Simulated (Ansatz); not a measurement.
Basis sets compared for Ge9H16, a cluster cut from cubic germanium. The state is a singlet with charge 0. Geometry r2SCAN-D4/def2-SVP. Ansatz on 2 threads of AMD EPYC 7R13 on a shared host and a share (18 GiB) of an NVIDIA H100 80GB HBM3; times are rough, and most runs start from earlier orbitals.

```xyz
25

Ge    2.643   -0.805    0.726
Ge   -0.540   -2.647   -0.925
Ge   -0.971   -0.382    2.299
Ge    0.722    2.718    0.500
Ge   -2.462    0.878   -1.151
Ge    0.517   -1.906    1.130
Ge    2.405    1.279   -0.492
Ge   -1.204   -0.807   -2.360
Ge   -1.377    1.567    0.908
H     3.589   -1.751   -0.040
H     3.294   -0.498    2.090
H     0.406   -3.591   -1.693
H    -1.802   -3.452   -0.554
H    -0.336    0.049    3.636
H    -2.304   -1.090    2.613
H     1.259    3.234    1.850
H     0.483    3.943   -0.406
H    -3.842    0.289   -0.794
H    -2.697    2.102   -2.057
H     0.776   -3.147    2.015
H     3.758    2.018   -0.497
H     2.030    0.981   -1.954
H    -2.073   -1.355   -3.510
H     0.047   -0.165   -2.987
H    -2.323    2.537    1.652
```

Single mean-field runs in def2-TZVP are fitted with def2-universal-jkfit.

Binding counts from free atoms (Ge triplet, H doublet) in the same basis, without a counterpoise term.

| level | functions | energy (Eh) | HOMO (eV) | LUMO (eV) | binding per atom (eV) | wall time |
| --- | --- | --- | --- | --- | --- | --- |
| PBE-D4/def2-SVP | 368 | -18697.6046 | -6.51 | -1.27 | 2.78 | 9 s |
| PBE0-D4/def2-SVP | 368 | -18698.1234 | -7.54 | -0.60 | 2.79 | 12 s |

Q: Estimate the rows for PBE-D4/def2-TZVP, PBE0-D4/def2-TZVP.

A: 
```json
{"level": "PBE-D4/def2-TZVP", "functions": "528", "energy (Eh)": "-18699.9680", "HOMO (eV)": "-6.55", "LUMO (eV)": "-1.43", "binding per atom (eV)": "2.78", "wall time": "9.5 s"}
{"level": "PBE0-D4/def2-TZVP", "functions": "528", "energy (Eh)": "-18700.4762", "HOMO (eV)": "-7.54", "LUMO (eV)": "-0.75", "binding per atom (eV)": "2.79", "wall time": "7 s"}
```
